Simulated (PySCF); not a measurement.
H₂Te, charge -1, doublet, at the geometry of the source list (a state made from the parent by changing its charge; the spin is typed, not shown lowest) (core potentials on Te) (in this run its highest filled SCF level lies above zero, so its values depend strongly on the basis, on diffuse functions most of all); B3LYP/def2-SV(P) run with PySCF.

The PySCF input:
```python
from pyscf import gto, scf, dft

mol = gto.M(
    atom='''
Te   -0.001700    0.789100    0.000000
H    -1.139100   -0.398000    0.000000
H     1.140800   -0.391000    0.000000
''',
    basis='def2-sv(p)',
    ecp={'Te': 'def2-sv(p)'},
    charge=-1,
    spin=1,
    verbose=4,
)

mf = dft.UKS(mol)
mf.xc = 'b3lyp'
mf.kernel()
```

Output, abridged:

```
PySCF version 2.14.0

[INPUT] verbose = 4
[INPUT] num. atoms = 3
[INPUT] num. electrons = 27
[INPUT] charge = -1
[INPUT] spin (= nelec alpha-beta = 2S) = 1
[INPUT] symmetry False subgroup None
[INPUT] Mole.unit = angstrom
[INPUT] Symbol           X                Y                Z      unit          X                Y                Z       unit  Magmom
[INPUT]  1 Te    -0.001700000000   0.789100000000   0.000000000000 AA   -0.003212534412   1.491182884894   0.000000000000 Bohr   0.0
[INPUT]  2 H     -1.139100000000  -0.398000000000   0.000000000000 AA   -2.152587028492  -0.752110997577   0.000000000000 Bohr   0.0
[INPUT]  3 H      1.140800000000  -0.391000000000   0.000000000000 AA    2.155799562904  -0.738882914705   0.000000000000 Bohr   0.0

nuclear repulsion = 15.6891807795587
number of shells = 14
number of NR pGTOs = 69
number of NR cGTOs = 30
basis = def2-sv(p)
ecp = {'Te': 'def2-sv(p)'}

******** <class 'pyscf.dft.uks.UKS'> ********
method = UKS
initial guess = minao
damping factor = 0
level_shift factor = 0
DIIS = <class 'pyscf.scf.diis.CDIIS'>
diis_start_cycle = 1
diis_space = 8
diis_damp = 0
SCF conv_tol = 1e-09
SCF conv_tol_grad = None
SCF max_cycles = 50
direct_scf = True
direct_scf_tol = 1e-13
number electrons alpha = 14  beta = 13
XC library pyscf.dft.libxc version 7.1.2
    S. Lehtola, C. Steigemann, M. J. T. Oliveira, and M. A. L. Marques,  SoftwareX 7, 1–5 (2018)
XC functionals = b3lyp
    P. J. Stephens, F. J. Devlin, C. F. Chabalowski, and M. J. Frisch,  J. Phys. Chem. 98, 11623 (1994)
radial grids:
    Treutler-Ahlrichs [JCP 102, 346 (1995); DOI:10.1063/1.469408] (M4) radial grids

becke partition: Becke, JCP 88, 2547 (1988); DOI:10.1063/1.454033
pruning grids: <function nwchem_prune>
grids dens level: 3
symmetrized grids: False
atomic radii adjust function: <function treutler_atomic_radii_adjust>
small_rho_cutoff = 0
Set gradient conv threshold to 3.16228e-05
tot grids = 41576
init E= -241.585350719692

cycle= 1 E= -267.665312185874  delta_E= -26.1  |g|= 1.87  |ddm|= 5.55
cycle= 2 E= -268.0349431852  delta_E= -0.37  |g|= 1.66  |ddm|= 7.71
cycle= 3 E= -269.224524369455  delta_E= -1.19  |g|= 0.0633  |ddm|= 4.73
cycle= 4 E= -269.226796975134  delta_E= -0.00227  |g|= 0.0131  |ddm|= 0.221
cycle= 5 E= -269.226933070823  delta_E= -0.000136  |g|= 0.00431  |ddm|= 0.0332
cycle= 6 E= -269.226953551967  delta_E= -2.05e-05  |g|= 0.000795  |ddm|= 0.0109
cycle= 7 E= -269.226954487202  delta_E= -9.35e-07  |g|= 0.000202  |ddm|= 0.00372
cycle= 8 E= -269.226954538326  delta_E= -5.11e-08  |g|= 2.81e-05  |ddm|= 0.000754
cycle= 9 E= -269.226954539832  delta_E= -1.51e-09  |g|= 6.69e-06  |ddm|= 0.000152
cycle= 10 E= -269.226954539879  delta_E= -4.72e-11  |g|= 3.64e-06  |ddm|= 4.76e-05
Extra cycle  E= -269.22695453988  delta_E= -1.02e-12  |g|= 3.55e-06  |ddm|= 3.43e-05
converged SCF energy = -269.22695453988  <S^2> = 0.7529375  2S+1 = 2.0029353
```
